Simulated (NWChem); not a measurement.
Species: CuF; SMILES [Cu][F]

Computed with NWChem. The geometry was optimised at PBE0/def2-SVP. B3LYP is NWChem's, with the RPA form of VWN correlation. Vertical excitations in the gas phase; the lowest state need not have the same character in each row.

| level | lowest excitation, singlet (eV) | oscillator strength of that lowest state | orbital gap (eV) |
|---|---|---|---|
| PBE/aug-cc-pVDZ, TDA | … | 0.007 | … |
| B3LYP/aug-cc-pVDZ, TDA | 2.37 | 0.007 | 3.84 |
| BHandHLYP/aug-cc-pVDZ, TDA | 2.84 | 0.002 | 6.87 |
| LRC-wPBEh/aug-cc-pVDZ, TDA | 2.49 | 0.008 | 7.94 |

Question: Some entries are withheld; supply them.

Answer: 
- PBE/aug-cc-pVDZ, TDA, lowest excitation, singlet (eV): 2.06
- PBE/aug-cc-pVDZ, TDA, orbital gap (eV): 1.88
